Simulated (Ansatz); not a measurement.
`[NH2][Sb]([SiH3])[InH2]` + H₂S → `[SH][InH2]` + `[NH2][SbH][SiH3]` at 400 K and 1 bar (cleavage of the In–Sb bond).

Calculated with Ansatz (gas phase, PBE0-D4/def2-TZVP geometries, no zero-point term in ΔE). CCSD(T)/CBS is the MP2 limit (def2-TZVPP, def2-QZVPP) plus CCSD(T) − MP2 in def2-TZVPP, frozen cores. This one scheme is used for every species. Elements past krypton have def2 core potentials. For In, Sb outer-core shells are correlated without core-valence functions, which leaves a few kJ/mol of doubt a bond. One conformer a species, not always the lowest.

| species | CCSD(T)/CBS energy (Eh) | H − E (kJ/mol) | S (J/(mol·K)) |
| --- | --- | --- | --- |
| `[NH2][Sb]([SiH3])[InH2]` | -777.82114 | 206.7 | 465.2 |
| H₂S | -398.97279 | 53.4 | 215.9 |
| `[SH][InH2]` | -589.39884 | 76.6 | 310.9 |
| `[NH2][SbH][SiH3]` | -587.39549 | 180.8 | 375.7 |

H − E and S are ideal-gas, rigid-rotor, harmonic terms from PBE0-D4/def2-TZVP, for one conformer and one mirror image of each species. 1 Eh = 2625.50 kJ/mol, R = 8.31446 J/(mol·K).

Q: By hand: ΔE, ΔH, ΔS and ΔG.

A: ΔE = (-589.39884) + (-587.39549) − (-777.82114) − (-398.97279) = -0.00040 Eh = -1.1 kJ/mol. Δ(H − E) = 76.6 + 180.8 − 206.7 − 53.4 = -2.7, so ΔH = -3.8 kJ/mol. ΔS = 310.9 + 375.7 − 465.2 − 215.9 = 5.5 J/(mol·K). ΔG = -3.8 − 400 × (5.5)/1000 = -6.0 kJ/mol.

Q: By hand: the equilibrium constant, and the temperature at which ΔG would vanish if ΔH and ΔS stayed fixed.

A: log₁₀ K = −ΔG/(RT ln 10) = 0.8. ΔH and −TΔS have one sign here, so there is no such temperature. One of them is within its doubt of zero, so this could turn.

TΔS isn't small against ΔH here. A doubt of 5 kJ/mol in ΔE shifts log₁₀ K by 0.7 here. Other conformers and mirror images would add mixing entropy, several J/(mol·K) or more a flexible species. These are equilibria of isolated gas molecules and say nothing of rates. Largest T1 diagnostic: 0.015 (customary marks: 0.02 for closed shells, 0.045 for open ones).
